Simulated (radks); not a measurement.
Task: The mean radii <r> (bohr) of the occupied orbitals of an atom or ion are listed with their occupations. All-electron calculation, scalar-relativistic Kohn-Sham, r2SCAN, spin-polarised, spherical densities, finite nucleus; meta-GGA in the generalised Kohn-Sham scheme; Fermi nuclear charge, rms radius of each element as measured or else 0.836 A^(1/3) + 0.57 fm. Program: a radial shooting solver on a logarithmic mesh with Libxc functionals.

| orbital | occ. | <r> |
|---|---|---|
| 1s up | 1 | 0.05411 |
| 1s down | 1 | 0.05410 |
| 2s up | 1 | 0.2430 |
| 2s down | 1 | 0.2429 |
| 2p up | 3 | 0.2137 |
| 2p down | 3 | 0.2137 |
| 3s up | 1 | 0.6500 |
| 3s down | 1 | 0.6533 |
| 3p up | 3 | 0.6490 |
| 3p down | 1 | 0.6523 |

Name the element and its charge. Open shells, if any, are filled with parallel spins first.

Result: Z = 28, nickel, charge +12: Ni12+ in [Ne] 3s2 3p4. The 1s radius gives Z: for a bare nucleus <r> = (2 gamma + 1)/(2Z) with gamma = sqrt(1 - (Z/c)^2), 0.05282 bohr for Z = 28, and screening makes it slightly larger (0.05411 here). The occupations add up to 16, and the charge is Z minus that.
